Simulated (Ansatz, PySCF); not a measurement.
In(OH)2(SeH) (H₃InO₂Se), SMILES [OH][In]([SeH])[OH]. Atoms are numbered in the order given.

```xyz
7

In    -0.4630     0.4602    -0.2675
O     -2.3186    -0.1232    -0.7436
H     -2.8472     0.6033    -1.1031
O      0.1939     2.3385    -0.5206
H     -0.4843     2.9180    -0.8957
Se     1.1439    -1.1898     0.6883
H      2.1622    -0.1278     0.7621
```
Charge 0, spin multiplicity 1.

The structure is a stationary point at r2SCAN-D4/def2-SVP. The structure was generated by enumeration; whether it is a known compound was not checked. The def2 effective core potentials stand for the cores of In; spin–orbit coupling is left out. The values are those of a single conformer.

Two levels are set side by side: PBE-D3(BJ)/def2-SVP (Ansatz, a program for electronic structure) and r2SCAN-D4/def2-SVP (Ansatz). Each level has its own optimised geometry; the coordinates shown are those of the second. Frequencies come from the Hessian of PySCF at each geometry. Differences are taken from unrounded values.

```
quantity                            r2SCAN-D4  PBE-D3(BJ)  PBE-D3(BJ) minus r2SCAN-D4
----------------------------------  ---------  ----------  --------------------------
mean bond length (Å)                    1.652       1.669                       0.017
bond In1–O2 (Å)                         2.003       2.025                       0.023
bond In1–O4 (Å)                         2.006       2.028                       0.022
bond In1–Se6 (Å)                        2.494       2.517                       0.023
bond O2–H3 (Å)                          0.968       0.977                       0.010
bond O4–H5 (Å)                          0.968       0.977                       0.010
bond Se6–H7 (Å)                         1.473       1.487                       0.014
highest harmonic wavenumber (cm⁻¹)       3831        3702                        -128
mean harmonic wavenumber (cm⁻¹)           971         940                         -30
zero-point energy (kcal/mol)            20.81       20.16                       -0.65
```
